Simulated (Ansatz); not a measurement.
The same molecule with X = Si, Ge, Sn. Ansatz, PBE0-D4/def2-TZVP geometries, multiplicity 1. Each molecule was computed in one conformer, which needn't be the lowest.

Elements past krypton have def2 core potentials. Scalar relativity is left out up to krypton.

```tsv
X	molecule	mean X–N bond length / Å	mean X–S bond length / Å	HOMO–LUMO gap (B3LYP/def2-TZVPP) / eV	HOMO–LUMO gap (ωB97M-V/def2-TZVPP) / eV	LUMO energy (B3LYP/def2-TZVPP) / eV
Ge	`[NH2][Ge][SH]`	1.818	2.255	5.08	9.44	-1.68
Sn	`[NH2][Sn][SH]`	2.010	2.443	4.70	8.82	-2.02
```

Give the row for X = Si, `N[Si]S`. (An estimate is asked.)

Computed: 
| X | molecule | mean X–N bond length / Å | mean X–S bond length / Å | HOMO–LUMO gap (B3LYP/def2-TZVPP) / eV | HOMO–LUMO gap (ωB97M-V/def2-TZVPP) / eV | LUMO energy (B3LYP/def2-TZVPP) / eV |
| --- | --- | --- | --- | --- | --- | --- |
| Si | `N[Si]S` | 1.708 | 2.160 | 5.06 | 9.41 | -1.41 |

From Si to Sn the mean X–N bond length rises at each step, by 0.302 Å in all; the mean X–S bond length rises at each step, by 0.283 Å in all; the HOMO–LUMO gap (B3LYP/def2-TZVPP) isn't monotonic: highest at Ge, lowest at Sn; the HOMO–LUMO gap (ωB97M-V/def2-TZVPP) isn't monotonic: highest at Ge, lowest at Sn; the LUMO energy (B3LYP/def2-TZVPP) falls at each step, by 0.61 eV in all. Bonds lengthen as the atom grows down the group.

B3LYP here is the variant with VWN-RPA as its local correlation; programs differ in this.
